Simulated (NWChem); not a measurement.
System: CHO₂ cation; SMILES [OH+]=C=O

```xyz
4

O      0.0355    -1.2241     0.0000
C      0.0047    -0.0852     0.0000
O     -0.1640     1.1284     0.0000
H      0.6060     1.7666     0.0000
```
Atoms are numbered in this order, from 1.

Level: PBE-D3(BJ)/def2-SVP (NWChem), optimised geometry, unscaled harmonic frequencies. 

**Question.** List the harmonic frequencies with IR intensities, and the thermochemistry.

**Answer.** 
```tsv
frequency (cm⁻¹)	IR intensity (km/mol)
511	38.8
561	6.0
896	258.3
1262	8.0
2453	341.9
3434	659.6
```

The zero-point energy is 13.0 kcal/mol. The thermal correction to the enthalpy at 298.15 K (with zero-point energy) comes out as 15.7 kcal/mol, the heat capacity Cv comes out as 9.0 cal/(mol K) and the entropy at 298.15 K and 1 atm (symmetry number 1) is 57.5 cal/(mol K).

Rigid rotor and harmonic oscillator.
